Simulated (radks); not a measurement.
Question: Coherent X-ray form factor from a spherical all-electron density. Method: scalar-relativistic Kohn-Sham, BLYP, spin-unpolarised, spherical densities, point nucleus; computed with a radial shooting solver on a logarithmic mesh with Libxc functionals.

sin(theta)/lambda (1/angstrom)  f0 (electrons)
0.05                                    44.454
0.1                                     42.916
0.15                                    40.647
0.2                                     37.970
0.25                                    35.175
0.3                                     32.474
0.4                                     27.792
0.5                                     24.239
0.6                                     21.629
0.8                                     18.042
1                                       15.281
1.25                                    12.209
1.5                                      9.678
2                                        6.646

The species is in the configuration that NIST lists as its ground one. Which atom or ion scatters so?

Answer: The silver ion Ag2+, [Kr] 4d9. Extrapolating in s^2 from the first two rows gives f0(0) = 45.0, near the electron count 45; among species with that count, the fall with angle is slower the higher Z, and the table is that of Z = 47; from so few rows the species is fixed only to a neighbour or two.
